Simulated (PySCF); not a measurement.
The complex [MoOF5]2- (charge -2) contains Mo(V), shell d1. The structure is a PBE0-D3(BJ)/def2-TZVP, IEF-PCM water geometry optimised for multiplicity 2; coordination octahedral, point group C4v, metal–donor distances 1.69–2.02 Å.

The d shell alone is too small an active space for [MoOF5]2- (an active orbital has only 0.52 squared overlap with the free ion's shell): its levels, fitted parameters, g values and moments show what this model gives and aren't sound predictions.

```
7

Mo    0.000    0.000    0.000
O     0.000    0.000    1.688
F     0.000    0.000   -2.023
F     1.954    0.000   -0.210
F    -1.954    0.000   -0.210
F     0.000    1.954   -0.210
F     0.000   -1.954   -0.210
```

Method (PySCF 2.14, density fitting): CASSCF(1,5) with orbitals averaged over all microstates of the shell, strongly contracted NEVPT2 on the averaged canonical orbitals; basis x2c-TZVPall on the metal, x2c-SVPall elsewhere; spin-free X2C; IEF-PCM water; spin-orbit coupling by state interaction with the mean-field operator over all roots.

Question: Which term lies lowest, and with what spin?

Answer: 2B2 (from 2T2g) (S = 1/2, orbital degeneracy 1), with 1.0 electrons in the lower (t2g-type) set and 0.0 in the upper (eg-type) set, by NEVPT2.

Question: List the excited states of the same spin.

Answer: By NEVPT2: 2E (from 2T2g) at 14844 cm⁻¹ (674 nm); 2B1 (from 2Eg) at 31465 cm⁻¹ (318 nm); 2A1 (from 2Eg) at 50410 cm⁻¹. The strongest, at 14844 cm⁻¹, has f = 4.2e-05.

Question: What ligand-field parameters describe the result?

Answer: At NEVPT2 level: orbital energies 0, 14844, 14844, 31465, 50410 cm⁻¹; 10Dq = 31041 cm⁻¹ (difference of the means of the two sets); ζ = 756 cm⁻¹ (free ion 986).

Question: What are the magnetic parameters?

Answer: The ground doublet has g = 1.848, 1.915, 1.915. μeff is 1.66 μB at 300 K and 1.64 μB at 10 K; the spin-only value is 1.73 μB.

Charge-transfer states lie outside this active space and may come lower than some of these levels. NEVPT2 lifts 2E (from 2T2g) from 12042 to 14844 cm⁻¹; on the d shell alone such lifts tend to overshoot. NEVPT2 on the d shell alone tends to put d–d bands too high for such charged or covalently bound ions.

The job took 18 s on one thread of Arm Neoverse N1 (shared host), with 147 basis functions and a peak of 0.55 GiB, launched as `OMP_NUM_THREADS=1 python lf_run.py task.json out`.
